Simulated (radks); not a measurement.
Question: These are the eigenvalues of the occupied orbitals of an atom or ion with whole-number occupations (hartree). Method: non-relativistic Kohn-Sham, LB94 model potential, spin-polarised, spherical densities, point nucleus; computed with a radial shooting solver on a logarithmic mesh with Libxc functionals.

orbital  eigenvalue
1s down   -1438.705
1s up     -1438.418
2s up     -340.7142
2s down   -339.5053
2p up     -335.6945

Which element is it, and in what charge state? The configuration may be excited. Open shells, if any, are filled with parallel spins first.

Answer: Z = 55, caesium, charge +50: Cs50+ in [He] 2s2 2p1. The list shows which subshells hold electrons but not how many an open one holds; the 1s level, -1438.7 hartree, gives Z - s = 53.6 by -(Z - s)^2/2, which with screening narrows Z to a few neighbours, and the depths of the outer levels then fix element, charge and occupations together.
